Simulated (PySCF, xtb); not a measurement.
AlF4, SMILES [Al-]([F])([F])([F])[F], charge -1.

Harmonic wavenumbers (cm⁻¹) from xtb 6.7.1 with GFN2-xTB at its own minimum, in rising order: 150, 150, 256, 256, 256, 551, 720, 721, 721.

### Question
What does PBE0-D3(BJ)/def2-SVPD (PySCF 2.14.0) give at its own minimum? (The exact figures need the calculation; the answer reports its results.)

### Answer
188, 188, 291, 291, 291, 605, 784, 784, 784. Paired by order, the mean absolute difference is 47 cm⁻¹ and the zero-point energies are 5.4 and 6.0 kcal/mol.
